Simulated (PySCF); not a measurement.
ReS₂⁻ at several levels of theory

All levels use the PBE0 minimum (quintet; Re–S 2.172 Å (×2); S–Re–S 125.2°), basis [Re def2-TZVPD with ECP60, S def2-TZVPD], scalar-relativistic core potentials, density fitting, no spin–orbit coupling, PySCF. For vertical energies the ionised species is a quartet (spins chosen at PBE0 and kept). Open shells are unrestricted, also as the reference of the correlated levels. Dipoles are about the centre of mass. A dash marks a value that was not computed or is not defined at that level.

```json
{"level": "PBE0", "vertical detachment energy (eV)": "2.29", "−ε(HOMO) (eV)": "0.47", "dipole (D)": "3.61"}
{"level": "HF", "vertical detachment energy (eV)": "2.16", "−ε(HOMO) (eV)": "3.24", "dipole (D)": "4.11"}
{"level": "MP2", "vertical detachment energy (eV)": "2.41", "−ε(HOMO) (eV)": "–", "dipole (D)": "–"}
{"level": "PBE", "vertical detachment energy (eV)": "1.99", "−ε(HOMO) (eV)": "-0.70", "dipole (D)": "3.21"}
{"level": "r2SCAN", "vertical detachment energy (eV)": "2.18", "−ε(HOMO) (eV)": "-0.42", "dipole (D)": "3.45"}
{"level": "B3LYP", "vertical detachment energy (eV)": "2.18", "−ε(HOMO) (eV)": "0.20", "dipole (D)": "3.57"}
{"level": "TPSSh", "vertical detachment energy (eV)": "2.11", "−ε(HOMO) (eV)": "-0.18", "dipole (D)": "3.47"}
{"level": "LC-wPBE", "vertical detachment energy (eV)": "2.61", "−ε(HOMO) (eV)": "2.97", "dipole (D)": "3.89"}
{"level": "M06", "vertical detachment energy (eV)": "2.09", "−ε(HOMO) (eV)": "0.25", "dipole (D)": "3.31"}
```

The highest occupied level lies above zero at PBE, r2SCAN, TPSSh, a mark of self-interaction error.

Spin contamination in at least one species weakens the values at: HF, MP2.

Open d and f shells are described by one determinant, and the ground state may have another occupation or spin. The lowest empty level of this anion is unbound, so it and the gap depend on the basis. With an element this heavy the missing spin–orbit coupling can shift these numbers.
